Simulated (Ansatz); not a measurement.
Program: Ansatz. Geometries: PBE0-D4/def2-TZVP. ΔE: electronic, gas phase. CCSD(T)/CBS adds triple-zeta CCSD(T) − MP2 to the extrapolated MP2 energy (def2 sets, frozen cores). This one scheme is used for every species. Functionals use def2-TZVPP. One conformer a species, not always the lowest.

Reaction (substitution at a C–Si bond): `C=C=C[SiH2][SiH3]` + H₂S → `C=C=CS` + disilane

Is it downhill or uphill in electronic energy at CCSD(T)/CBS, and by how much? (Best estimate.)

Computed: Uphill: ΔE = +59.4 kJ/mol.

What do these levels give: ωB97X-V, PBE, r2SCAN, CCSD/def2-TZVPP, HF/CBS(def2), CCSD/CBS(def2)? (Estimate.)

Ansatz gave: ωB97X-V 56.6, PBE 48.4, r2SCAN 55.0, CCSD/def2-TZVPP 60.0, HF/CBS(def2) 60.3, CCSD/CBS(def2) 60.5 kJ/mol.

Largest T1 diagnostic among the species: 0.013.

The D4 term adds +3.7 kJ/mol with B3LYP and +2.5 kJ/mol with PBE0; it sums over pairs of atoms, weighted by their polarisabilities, and B3LYP, whose exchange is more repulsive, gets the larger term. From PBE to PBE0 (25 % exact exchange), in def2-TZVPP and without D4, ΔE moves by +4.5 kJ/mol.

B3LYP here is the variant with VWN-RPA as its local correlation; programs differ in this.
